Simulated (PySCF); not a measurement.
An excited-state job on `FC(F)O[C@@H]1C=CC[SiH2]1`.

Computed with TDDFT PBE0/def2-SVPD, vertical, gas phase, core orbitals frozen in the response (PySCF 2.14.0, density-fitted response routines). Geometry: GFN2-xTB. The command runs a driver script over a list of jobs; the input below is this job's line of settings and its coordinates in Å.

Command:
```bash
OMP_NUM_THREADS=1 python probes_run.py task.json out
```

Input:
```
{"job": {"kind": "uv", "xc": "PBE0", "basis": "def2-SVPD", "nstates": 6, "ntriplets": 2}, "charge": 0, "multiplicity": 1}
F      3.752242    -0.110938     0.669792
C      2.580144    -0.534085     0.178152
F      2.303769    -1.704539     0.843837
O      1.654874     0.397404     0.385510
C      0.377714     0.099237    -0.228053
C     -0.408167     1.370801    -0.343905
C     -1.645204     1.386223     0.123030
C     -2.208138     0.147181     0.752514
Si    -0.723666    -1.050278     0.862380
H      2.724865    -0.822915    -0.884831
H      0.586257    -0.297856    -1.232971
H      0.066994     2.224219    -0.801342
H     -2.275832     2.260719     0.055404
H     -2.656422     0.388252     1.716812
H     -3.018201    -0.240019     0.131844
H     -0.948931    -2.339185     0.205742
H     -0.169297    -1.162192     2.205638
```

Output:
```
coarse grid: 15272 points
cycle   1  E = -758.4560292768  dE =  1.290e+00  |g| = 8.274e-01  |ddm| = 6.672e+00
cycle   2  E = -758.3466689565  dE =  1.094e-01  |g| = 1.162e+00  |ddm| = 2.343e+00
cycle   3  E = -758.5846696993  dE = -2.380e-01  |g| = 5.692e-02  |ddm| = 1.348e+00
cycle   4  E = -758.5850311579  dE = -3.615e-04  |g| = 3.699e-02  |ddm| = 1.394e-01
cycle   5  E = -758.5853200136  dE = -2.889e-04  |g| = 9.193e-03  |ddm| = 7.690e-02
cycle   6  E = -758.5853336706  dE = -1.366e-05  |g| = 3.168e-03  |ddm| = 1.384e-02
cycle   7  E = -758.5853356857  dE = -2.015e-06  |g| = 4.703e-04  |ddm| = 5.091e-03
final grid: 145360 points
cycle   8  E = -758.6922503331  dE = -3.652e-05  |g| = 1.038e-02  |ddm| = 1.311e-01
cycle   9  E = -758.6922307278  dE =  1.961e-05  |g| = 1.449e-02  |ddm| = 3.739e-02
cycle  10  E = -758.6922730390  dE = -4.231e-05  |g| = 9.439e-04  |ddm| = 2.040e-02
cycle  11  E = -758.6922732225  dE = -1.835e-07  |g| = 3.225e-04  |ddm| = 1.720e-03
cycle  12  E = -758.6922732417  dE = -1.919e-08  |g| = 1.083e-04  |ddm| = 6.285e-04
cycle  13  E = -758.6922732438  dE = -2.070e-09  |g| = 3.096e-05  |ddm| = 2.261e-04
cycle  14  E = -758.6922732440  dE = -2.105e-10  |g| = 1.188e-05  |ddm| = 8.992e-05
converged SCF energy = -758.6922732440

Static polarisability (au): isotropic 88.529, principal 70.747 88.650 106.191

Singlet excitations
state   eV       nm        f      main configurations
  1   6.3771    194.4   0.02855   H->L 0.63, H-1->L 0.35
  2   6.8045    182.2   0.00379   H->L+1 0.73, H->L+2 0.16
  3   6.9227    179.1   0.00518   H->L+2 0.66, H->L+1 0.23
  4   7.0842    175.0   0.13755   H-1->L 0.42, H->L 0.22, H->L+2 0.15
  5   7.3941    167.7   0.00925   H-1->L+1 0.83, H-1->L+2 0.10
  6   7.4797    165.8   0.02014   H-1->L+2 0.49, H->L+3 0.40

Triplet excitations (Tamm-Dancoff, eV): 4.4062 6.2724
```

The SCF starts on a coarse grid where the log names one; the energy can jump when the final grid takes over, and dE then counts from the start density on the new grid. H and L stand for HOMO and LUMO; the number after each pair is its weight.

Question: Give the mean polarisability as a volume in Å³, and the ratio of the largest to the smallest principal value.

Answer: 88.529 au × 0.148185 = 13.12 Å³; 106.191/70.747 = 1.50.

Question: Give S1 in cm⁻¹ and kJ/mol.

Answer: 6.3771 eV × 8065.54 = 51435 cm⁻¹; × 96.485 = 615.3 kJ/mol.

Main results: HOMO -7.60 eV, LUMO -0.12 eV; lowest singlet 6.38 eV; lowest triplet 4.41 eV (Tamm–Dancoff); mean polarisability 88.5 au.

Question: Estimate the wall time. Hardware: AMD EPYC 7R13, one thread, on a shared host. And the peak memory of the process?

Answer: About 49 s, with 0.99 GiB resident at the peak, the Python interpreter and its libraries included.

One conformer stands for the species.
Labels such as C1 count atoms from 1, the log's own numbers from 0.
